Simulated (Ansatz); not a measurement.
Molecule: C₅H₇Si (charge -1, singlet). It need not be the lowest isomer of its formula. Whether it binds its extra electron was not tested at this geometry. SMILES: [SiH3]C1=CCC=[C-]1
Geometry from a B3LYP-D3(BJ)/def2-TZVP (Ansatz, an electronic-structure program) optimisation:
```
C
C 1 1.3543
H 2 1.0860 1 127.86
C 2 1.5016 3 124.01 1 180.00
H 4 1.1019 2 111.47 3 59.00
H 4 1.1019 5 105.83 2 121.35
C 1 1.5103 2 113.53 3 180.00
C 7 1.3626 1 102.26 2 0.00
H 8 1.0900 7 125.81 1 180.00
Si 1 1.8403 2 127.24 3 0.00
H 10 1.4915 1 113.37 2 -119.67
H 10 1.4915 11 105.80 1 124.84
H 10 1.5025 11 105.34 12 111.27
```
Charge -1, spin multiplicity 1.

Parts of the frozen-core correlation energy in 6-31G* (Ansatz, hartree). Frozen orbitals: 10; correlated occupied orbitals by spin: 16 and 16; virtual: 82 and 82. Spin-orbit coupling is left out. Non-relativistic. The restricted reference is unstable.

| term | value |
|---|---|
| reference (HF) | -482.19688 |
| MP2 opposite-spin | -0.54003 |
| MP2 same-spin | (withheld) |
| CCSD correlation | (withheld) |
| (T) | (withheld) |
| T1 diagnostic | 0.015 |
| largest doubles amplitude | 0.057 |

### Question
Fill in the missing entries.

### Answer

- MP2 same-spin, value: -0.18044
- CCSD correlation, value: -0.77234
- (T), value: -0.03381
